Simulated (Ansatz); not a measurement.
Relaxation of the cluster Au₄⁺ with UKS PBE-D4/def2-SVP.

```sh
$ ansatz run in.yaml --threads 4 --pin off --events-out ev --progress --plain --max-ram 3916MiB
```

```yaml
crystal:
  periodic: [false, false, false]
  atoms:
    - {symbol: Au, position_ang: [1.309720, -0.233834, 0.010994]}
    - {symbol: Au, position_ang: [0.418400, 2.335423, -0.159628]}
    - {symbol: Au, position_ang: [-1.309628, 0.233790, -0.010219]}
    - {symbol: Au, position_ang: [-0.418493, -2.335389, 0.158854]}
basis:
  gaussian: {orbitals: def2-SVP}
total_charge: 1
magnetization: {spin_polarized: true, initial_magnetization: 1}
hamiltonian: {xc: pbe, dispersion: d4}
scf: {lower_state_search: "off"}
output: {orbitals: {seedname: orbitals}}
relax: {f_tol: 0.02, max_steps: 100}
```

Hardware: 4 threads of Arm Neoverse V1 on a shared host. Wall time 8 s.

Positions (Å) and forces (eV/Å) at steps 1, 2, 3 of 3:

```xyz
4
step=1 energy=-14772.6380 eV
Au    1.310   -0.234    0.011    0.416   -0.074    0.003
Au    0.418    2.335   -0.160   -0.022   -0.124    0.009
Au   -1.310    0.234   -0.010   -0.416    0.075   -0.004
Au   -0.418   -2.335    0.159    0.022    0.123   -0.008
4
step=2 energy=-14772.6630 eV
Au    1.379   -0.246    0.012   -0.178    0.032   -0.002
Au    0.409    2.281   -0.156   -0.019   -0.106    0.007
Au   -1.379    0.246   -0.011    0.178   -0.032    0.001
Au   -0.409   -2.281    0.155    0.019    0.106   -0.007
4
step=3 energy=-14772.6661 eV
Au    1.363   -0.243    0.011    0.017   -0.003    0.000
Au    0.408    2.276   -0.155    0.002    0.014   -0.001
Au   -1.363    0.243   -0.011   -0.017    0.003    0.000
Au   -0.408   -2.276    0.155   -0.002   -0.014    0.001
```

In the def2 sets Au takes a core potential; there is no spin–orbit coupling. The relaxation made no stability test and no search for a lower SCF solution. No other spin state of charge 1 was run. The structure comes from a short search, and lower isomers may exist.
